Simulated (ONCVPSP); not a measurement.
**Which change was made? (Al, ONCV)**

```
Element                 : aluminium (Al)
Generator               : ONCVPSP 4.0.1
Type                    : optimised norm-conserving Vanderbilt (ONCV)
Functional              : PBEsol
Relativity              : scalar-relativistic
Frozen core             : [Ne]
Valence charge          : 3
Reference configuration : 3s2 3p1
Partial waves           : 3s: rc 1.95 bohr, ncon 3, nbas 7, qcut 3.3 1/bohr, 1 projector; 3p: rc 1.85 bohr, ncon 4, nbas 8, qcut 4.9 1/bohr, 1 projector; d scattering state at 0.05 Ha: rc 2.00 bohr, ncon 5, nbas 9, qcut 5.3 1/bohr, 1 projector
Local potential         : polynomial inside 1.45 bohr (lpopt 3, dvloc0 3 Ha)
Core correction         : Teter function, fcfact 5.5, rcfact 1.45
```

Cutoffs, loose and tight: the cutoffs (Ha) at which the residual kinetic energy of the hardest occupied pseudo-wave falls to 1 and 0.1 mHa per electron. They do not see the model core or the augmentation charge, which bear on the density cutoff. Test errors are all-electron minus pseudo excitation energies from the reference, over the configurations 3s2 3p0; 3s1 3p0; 3s2 3p0.5; 3s1 3p1; variants that change the core or the reference have their own tests.

The base gives: outcome: generated; cutoff, loose: 5.1 Ha; cutoff, tight: 19 Ha; bound ghosts: none; GHOST(+) flags above zero: none; largest test error (meV): -24.

(1) After one change the result is: outcome: generated; cutoff, loose: 5.1 Ha; cutoff, tight: 19 Ha; bound ghosts: none; GHOST(+) flags above zero: none; largest test error (meV): +8.2. Which change was it?
A. all radii but the core radius scaled by about 1.24 (s 2.42, p 2.28, d 2.48 bohr); local potential polynomial inside 1.80 bohr (lpopt 3, dvloc0 3 Ha)
B. s: qcut 2.4
C. functional PBE
D. core correction Teter function, fcfact 5.5, rcfact 1.14

## Answers

(1) D. The others give: s: qcut 2.4 → outcome: generated; cutoff, loose: 17 Ha; cutoff, tight: 38 Ha; bound ghosts: none; GHOST(+) flags above zero: none; largest test error (meV): -24 | all radii but the core radius scaled by about 1.24 (s 2.42, p 2.28, d 2.48 bohr); local potential polynomial inside 1.80 bohr (lpopt 3, dvloc0 3 Ha) → outcome: generated; cutoff, loose: 4.0 Ha; cutoff, tight: 6.1 Ha; bound ghosts: none; GHOST(+) flags above zero: none; largest test error (meV): -30 | functional PBE → outcome: generated; cutoff, loose: 5.1 Ha; cutoff, tight: 19 Ha; bound ghosts: none; GHOST(+) flags above zero: none; largest test error (meV): -7.3.
